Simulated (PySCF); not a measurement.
Compound: C5H7F3N2.
Numbering: `[CH3:1][C:2]([CH3:3])=[N:4]/[N:5]=[CH:6]/[C:7]([F:8])([F:9])[F:10]` (hydrogens: H11, H12, H13 on C1; H14, H15, H16 on C3; H17 on C6)

Structure used (PBE0-D3(BJ)/def2-SVP), in Å, numbered top down from 1:
```xyz
17
C5H7F3N2 angstrom
C     -1.4538   -0.9841   -0.6441
C     -1.2668    0.1308    0.3383
C     -2.4698    0.8276    0.8822
N     -0.1143    0.5324    0.7260
N      0.9726   -0.1291    0.3172
C      1.8269    0.4706   -0.4022
C      3.0943   -0.2336   -0.7870
F      3.2436   -0.2074   -2.1179
F      3.1220   -1.4959   -0.3904
F      4.1551    0.3913   -0.2628
H     -0.6427   -1.7203   -0.5334
H     -2.4304   -1.4711   -0.5166
H     -1.4062   -0.6029   -1.6781
H     -3.0788    1.2467    0.0644
H     -2.1692    1.6359    1.5603
H     -3.1131    0.1154    1.4249
H      1.7142    1.5045   -0.7642
```

Computed with PySCF at PBE0/pcSseg-1, non-relativistic, on one gas-phase PBE0-D3(BJ)/def2-SVP geometry that isn't relaxed in the solvent. The solvent is an IEF-PCM continuum (van der Waals radii × 1.2). Specific hydrogen bonds and non-electrostatic terms are outside this model.

| run | E − E(gas) (kJ/mol) | HOMO (eV) | HOMO–LUMO gap (eV) | dipole (D) |
| --- | --- | --- | --- | --- |
| gas | 0.00 | -7.39 | 6.06 | 3.81 |
| P | -23.62 | -7.35 | 6.09 | 4.72 |
| Q | -9.09 | -7.34 | 6.07 | 4.17 |

Question: The runs were made in cyclohexane and dimethylsulfoxide. Which run belongs to which solvent?

Answer: P = dimethylsulfoxide, Q = cyclohexane. The dielectric constants are 2.017 (cyclohexane), 46.83 (dimethylsulfoxide), and the energy falls further as ε rises. In this model the ground state sees the solvent through ε alone.

Question: How constant is the ratio of the lowering to (ε − 1)/(2ε + 1)?

Answer: 
```json
{"solvent": "cyclohexane", "(ε − 1)/(2ε + 1)": "0.202", "E − E(gas) (kJ/mol)": "-9.09", "ratio (kJ/mol)": "-45.0", "polarisation term (kJ/mol)": "-9.67"}
{"solvent": "dimethylsulfoxide", "(ε − 1)/(2ε + 1)": "0.484", "E − E(gas) (kJ/mol)": "-23.62", "ratio (kJ/mol)": "-48.8", "polarisation term (kJ/mol)": "-28.05"}
```

The ratio changes by +8.4 % in size from cyclohexane to dimethylsulfoxide. The polarisation term is half the interaction of the solute with the induced surface charges.

Time: 37 s of wall time; peak memory 1.0 GiB. Hardware: one thread, Arm Neoverse V2 (aarch64), no GPU, on a shared host. This is the whole shielding run at PBE0/pcSseg-1 in dimethylsulfoxide, SCF included.
